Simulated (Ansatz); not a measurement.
Method: frozen-core CCSD(T)/cc-pVTZ // B3LYP-D3(BJ)/def2-TZVP (Ansatz, a quantum-chemistry and plane-wave program).

Ansatz 0.2 input:
```yaml
crystal:
  periodic: [false, false, false]
  atoms:
    - { symbol: C, position_ang: [1.955591, -0.408735, 0.073172] }
    - { symbol: C, position_ang: [0.670077, -0.724712, 0.156217] }
    - { symbol: C, position_ang: [-0.420881, 0.219588, 0.561515] }
    - { symbol: C, position_ang: [-1.396846, 0.459023, -0.577986] }
    - { symbol: F, position_ang: [-2.45212, 1.263238, -0.140576] }
    - { symbol: H, position_ang: [2.699456, -1.133866, -0.230168] }
    - { symbol: H, position_ang: [2.310774, 0.587141, 0.313198] }
    - { symbol: H, position_ang: [0.358879, -1.736091, -0.093957] }
    - { symbol: H, position_ang: [0.000377, 1.174281, 0.882796] }
    - { symbol: H, position_ang: [-0.982948, -0.194218, 1.404745] }
    - { symbol: H, position_ang: [-1.828472, -0.478465, -0.937251] }
    - { symbol: H, position_ang: [-0.913889, 0.972818, -1.411702] }
basis:
  gaussian: { orbitals: cc-pVTZ }
correlation:
  method: ccsd_t
```

Output:

```
Functional definition: HF
1419 factors; integrals over basis functions are off by at most 9.3e-4 eV
mean field evaluation 1: about -6937.1014 eV, gradient 3.4e1 eV
mean field evaluation 2: about -6937.3485 eV, gradient 3.4e1 eV
mean field evaluation 4: about -6940.2976 eV, gradient 4.1e0 eV
mean field evaluation 8: about -6940.3415 eV, gradient 2.0e-1 eV
mean field evaluation 16: about -6937.0999 eV, gradient 3.4e1 eV
mean field -6940.34161450 eV, -255.0528500004 hartree, gradient 1.4e-6 eV, S^2 0.000000; 0 other end points of the search recorded, 0 dependent functions left out
5 core orbitals not correlated
reference -6940.34161450 eV, -255.0528500004 hartree; 15, 15 occupied and 228, 228 virtual orbitals, 1419 factors
second order -25.05110588 eV of doubles, -0.00000000 eV of singles
cycle   1  -25.43517857 eV  change   -3.8e-1 eV  update   9.8e-2
cycle   2  -26.01435498 eV  change   -5.8e-1 eV  update   3.0e-2
cycle   3  -26.13947854 eV  change   -1.3e-1 eV  update   1.4e-2
cycle   4  -26.13172598 eV  change    7.8e-3 eV  update   3.6e-3
cycle   5  -26.13170444 eV  change    2.2e-5 eV  update   1.4e-3
cycle   6  -26.13257676 eV  change   -8.7e-4 eV  update   4.1e-4
cycle   7  -26.13252659 eV  change    5.0e-5 eV  update   1.4e-4
cycle   8  -26.13245927 eV  change    6.7e-5 eV  update   4.0e-5
cycle   9  -26.13246359 eV  change   -4.3e-6 eV  update   1.5e-5
perturbative correction -1.01535718 eV, -0.0373136881 hartree
Total energy: -6967.48943527 eV, -256.0505140120 hartree
```

Cost: very roughly 11 core-minutes.
